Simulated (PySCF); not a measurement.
**A small calculation by hand: chemical shift, span and skew from a shielding tensor**

GaH₆N₃, SMILES [NH2][Ga]([NH2])[NH2]. Atoms are numbered in the order given.

```xyz
10

Ga     0.0116     0.0021     0.0000
N     -0.0931     0.9148    -1.5977
H      0.2116     1.8914    -1.6206
H      0.2395     0.4417    -2.4419
N      0.0812    -1.8407     0.0000
H     -0.2633    -2.3276     0.8320
H     -0.2633    -2.3276    -0.8320
N     -0.0931     0.9148     1.5977
H      0.2395     0.4417     2.4419
H      0.2116     1.8914     1.6206
```

Coordinates come from a PBE-D3(BJ)/def2-SVP optimisation. The structure was generated by enumeration; whether it is a known compound was not checked. One conformer was computed; it need not be the lowest.

GIAO shieldings from PBE/pcSseg-1 (PySCF), non-relativistic, no solvent. The symmetric part of the tensor of N2 has the principal values 224.6, 240.0, 273.0 ppm. The same nucleus in NH3 has σ = 267.0 ppm at this level (PySCF, at its B3LYP-D3(BJ)/def2-TZVP geometry).

### Question
Work out the isotropic shielding, the ¹⁵N shift against NH3, the span and the skew.

### Answer

σ(iso) = (σ11 + σ22 + σ33)/3 = 245.9 ppm. δ = σ(ref) − σ(iso) = 267.0 − (245.9) = 21.1 ppm.
Span Ω = σ33 − σ11 = 48.4 ppm. Skew κ = 3(σ(iso) − σ22)/Ω = 0.36. Tumbling in solution averages the tensor to δ; in a static solid the shielding alone would spread this spin-1/2 line over Ω.
